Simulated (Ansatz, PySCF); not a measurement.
Gas-phase reaction (SMILES): N[SiH2]N[SiH3] -> [NH][SiH2]N[SiH3] + H atom; the H-N bond at the site shown breaks (other sites are not compared here).

Each molecule is optimised on its own at B3LYP-D3(BJ)/def2-TZVP (Ansatz, a first-principles code), one conformer each, not searched for the lowest. Correlated levels leave the core frozen unless marked. Open shells are spin-unrestricted. No spin-orbit coupling. No relativistic terms. CBS(X,Y): correlation extrapolated as X^-3; Hartree-Fock from the larger set. Thermal terms are rigid-rotor harmonic-oscillator values from B3LYP-D3(BJ) frequencies (Ansatz or PySCF) at 298.15 K and 1 atm. 1 Eh = 627.5095 kcal/mol. Atoms have translation alone.

```json
[
 {"species": "N[SiH2]N[SiH3]", "E, CCSD(T)/CBS(cc-pV(T+d)Z,cc-pV(Q+d)Z) (Ansatz) (Eh)": "-692.44061", "E, PBE0-D4/def2-TZVPD (Ansatz + dftd4) (Eh)": "-693.07319", "H - E (Eh)": "0.09353"},
 {"species": "[NH][SiH2]N[SiH3]", "E, CCSD(T)/CBS(cc-pV(T+d)Z,cc-pV(Q+d)Z) (Ansatz) (Eh)": "-691.75025", "E, PBE0-D4/def2-TZVPD (Ansatz + dftd4) (Eh)": "-692.38957", "H - E (Eh)": "0.07924"},
 {"species": "H atom", "E, CCSD(T)/CBS(cc-pV(T+d)Z,cc-pV(Q+d)Z) (Ansatz) (Eh)": "-0.49995", "E, PBE0-D4/def2-TZVPD (Ansatz + dftd4) (Eh)": "-0.50104", "H - E (Eh)": "0.00236"}
]
```

Work out ΔE and ΔH at 298.15 K at the first level, then ΔH at the second.


1. ΔE = [(-691.75025) + (-0.49995)] - [(-692.44061)] = 0.19041 Eh = 119.5 kcal/mol at CCSD(T)/CBS(cc-pV(T+d)Z,cc-pV(Q+d)Z).
2. The terms H - E add up to -0.01193 Eh, so ΔH = (0.19041 + (-0.01193))×627.5095 = 112.0 kcal/mol.
3. At PBE0-D4/def2-TZVPD the same steps give ΔE = 114.6 and ΔH = 107.1 kcal/mol, a shift of -4.9 from the first level.
4. These values are not checked against measurement here, since the tables used lack a sound gas-phase enthalpy of formation for at least one species.
